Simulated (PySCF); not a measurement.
This PySCF input asks for the NMR shieldings of `C1C([Si@H]([SiH2][SiH3])[SiH3])CC1`, C4H16Si4; the geometry comes from GFN2-xTB.

```python
import basis_set_exchange as bse
import numpy as np
from pyscf import gto, dft
from pyscf.prop import nmr

atoms = """
Si    2.239018    2.363924    0.590994
Si    1.618544    0.736827   -0.937456
Si    0.632672   -1.233223   -0.165516
Si    0.292718   -2.945877   -1.699232
C    -1.046176   -0.842624    0.661720
C    -1.027001    0.312425    1.679580
C    -1.779013    1.194858    0.675771
C    -2.020853   -0.032655   -0.212286
H     3.197415    3.343498    0.071594
H     2.860276    1.759240    1.773584
H     1.092746    3.138837    1.077778
H     2.803266    0.336143   -1.718980
H     0.746120    1.343691   -1.961464
H     1.452904   -1.736355    0.965022
H     1.524984   -3.218756   -2.442845
H    -0.121971   -4.223968   -1.112130
H    -0.731708   -2.611158   -2.693731
H    -1.488015   -1.757576    1.062329
H    -1.605939    0.102814    2.578460
H    -0.042893    0.672676    1.980880
H    -1.143429    1.943198    0.205033
H    -2.672948    1.685532    1.057333
H    -1.745710    0.085175   -1.260720
H    -3.046741   -0.396883   -0.168162
"""
names = dict.fromkeys(["Si", "C", "H"], "pcSseg-1")
basis = {el: gto.basis.parse(bse.get_basis(n, elements=[el], fmt="nwchem")) for el, n in names.items()}
mol = gto.M(atom=atoms, basis=basis, charge=0, verbose=0)
mf = dft.RKS(mol, xc="PBE0")
mf.grids.level = 2
mf.grids.alignment = dft.numint.BLKSIZE   # the property module wants whole blocks of grid points
mf.conv_tol = 1e-9
mf.kernel()

calc = nmr.RKS(mf)   # GIAO
C = mf.mo_coeff
Co = C[:, mf.mo_occ > 0]
resp = mf.gen_response(singlet=True, hermi=2)
def vind(x):   # induced exchange potential for any number of trial vectors
    d = np.einsum("pi,xij,qj->xpq", C, 2 * x.reshape(-1, C.shape[1], Co.shape[1]), Co, optimize=True)
    return np.einsum("xpq,pi,qj->xij", resp(d - d.transpose(0, 2, 1)), C, Co, optimize=True).ravel()
mo1, _ = nmr.rhf.solve_mo1(calc, with_cphf=vind)
sigma = calc.kernel(mo1)
for i, s in enumerate(sigma):   # ppm
    print("%2d %-2s %9.2f" % (i, mol.atom_pure_symbol(i), np.trace(s) / 3))
```

**Question.** What does it print?

**Answer.** 
```
 0 Si    459.85
 1 Si    485.79
 2 Si    416.77
 3 Si    465.64
 4 C     170.18
 5 C     159.38
 6 C     167.36
 7 C     163.36
 8 H      27.96
 9 H      28.07
10 H      28.12
11 H      28.37
12 H      28.23
13 H      27.68
14 H      28.34
15 H      28.22
16 H      28.30
17 H      29.61
18 H      29.05
19 H      30.18
20 H      29.69
21 H      29.65
22 H      30.03
23 H      29.25
```

These numbers come from an equivalent density-fitted implementation of the same equations, which agrees with the script to about 0.01 ppm for H and up to a few tenths of a ppm for heavy atoms, so last digits may differ.

**Question.** Turn these shieldings into chemical shifts. Chemical shifts δ = σref − σ; TMS for 29Si (349.16 ppm), 13C (186.93 ppm), 1H (31.72 ppm), all at this level.

**Answer.** Averaging equivalent atoms: Si 2: -67.6; Si 0: -110.7; Si 3: -116.5; Si 1: -136.6; C 5: 27.5; C 7: 23.6; C 6: 19.6; C 4: 16.7; H 13: 4.04; H 8/9/10: 3.66; H 12: 3.48; H 14/15/16: 3.43; H 11: 3.35; H 18: 2.67; H 23: 2.47; H 17: 2.10; H 21: 2.06; H 20: 2.03; H 22: 1.69; H 19: 1.54 ppm. 

Size and cost of the density-fitted run: 244 basis functions, 92 s wall time on 1 thread of an Arm Neoverse N1, shared host; peak memory 1.1 GiB.
